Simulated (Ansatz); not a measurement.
Cartesian coordinates in Å:
```
C 0.103 2.199 0.133
O 0.634 1.644 -1.053
Sn 0.184 -0.163 -1.586
Cl -2.128 -0.326 -1.641
O 0.742 -1.359 -0.166
Si 0.056 -1.989 1.183
H 0.441 3.236 0.192
H -0.994 2.196 0.135
H 0.455 1.671 1.026
H 0.937 -0.553 -3.042
H 1.142 -2.550 2.026
H -0.666 -0.939 1.953
H -0.908 -3.068 0.840
```

Total charge 0; spin multiplicity 1. Sn: def2 effective core potential.

Question: List the PBE/def2-TZVPP orbital energies in eV (Ansatz 0.2.0). (Best estimate.)

Answer: Ansatz gave: Occupied: -2738.99, -1779.96, -510.53, -510.35, -270.19, -249.54, -190.24, -190.07, -190.07, -137.63, -134.37, -94.40, -94.34, -94.34, -90.37, -90.29, -90.26, -27.33, -27.13, -26.85, -26.73, -26.71, -24.67, -23.74, -20.13, -16.71, -13.97, -12.64, -11.15, -10.98, -10.86, -10.02, -9.69, -9.19, -8.90, -8.02, -7.94, -7.63, -7.39, -7.10, -6.71. Lowest empty: -2.43, -1.02, -0.77, -0.02, 0.66, 0.84, 1.09, 1.16.
